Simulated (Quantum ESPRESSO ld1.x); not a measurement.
Species: the sulfur ion S3+. Configuration: [Ne] 3s2 3p1.

Method: scalar-relativistic Kohn-Sham, LDA (Slater exchange, VWN5 correlation), spin-polarised, spherical densities, point nucleus; open shells are filled with parallel spins first; computed with ld1.x of Quantum ESPRESSO 7.5.

Energy parts (eV):
| part | energy |
|---|---|
| total | -10757.67 |
| kinetic | 10792.11 |
| electron-nucleus | -25160.78 |
| Hartree | 4239.85 |
| exchange-correlation | -628.84 |

Orbitals (lengths in bohr, moments of r in powers of bohr; <r^-3> diverges for s and p1/2; r(90%) holds 90 % of the orbital's charge):
| orbital | occ. | eigenvalue (eV) | <r^-3> | r(90%) |
|---|---|---|---|---|
| 1s up | 1 | -2440.471 | - | 0.174 |
| 1s down | 1 | -2440.248 | - | 0.174 |
| 2s up | 1 | -252.519 | - | 0.752 |
| 2s down | 1 | -252.265 | - | 0.752 |
| 2p up | 3 | -198.436 | 81.83 | 0.736 |
| 2p down | 3 | -198.122 | 81.85 | 0.735 |
| 3s up | 1 | -52.931 | - | 2.25 |
| 3s down | 1 | -51.471 | - | 2.26 |
| 3p up | 1 | -41.034 | 8.894 | 2.49 |
| 3p down | 0 | -39.635 | 8.800 | 2.52 |

The highest occupied level is 3p up at -41.034 eV. Summed over all electrons, <r^2> = 10.47 bohr^2, which gives a Langevin (diamagnetic) susceptibility term of -8.29 x 10^-6 cm^3/mol.
